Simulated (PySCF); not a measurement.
CuH, charge +1, multiplicity 2. Atoms are numbered in the order given.

```xyz
2

Cu     0.0000     0.0000    -0.0496
H      0.0000     0.0000     1.4393
```
Charge +1, spin multiplicity 2.

The structure is a stationary point at r2SCAN-D4/def2-TZVPD. The spin state was assumed, not searched.

Computed with CAM-B3LYP/def2-TZVPD (PySCF).

Mulliken values depend strongly on the basis, most of all with diffuse functions as here. ESP charges are fitted to the potential on shells at 1.4 to 2.0 van der Waals radii. Atomic charges (e):

```json
[
 {"atom": "Cu1", "Mulliken": "0.67", "meta-Löwdin": "0.97", "ESP fit": "1.06", "Mulliken spin": "0.66"},
 {"atom": "H2", "Mulliken": "0.33", "meta-Löwdin": "0.03", "ESP fit": "-0.06", "Mulliken spin": "0.34"}
]
```
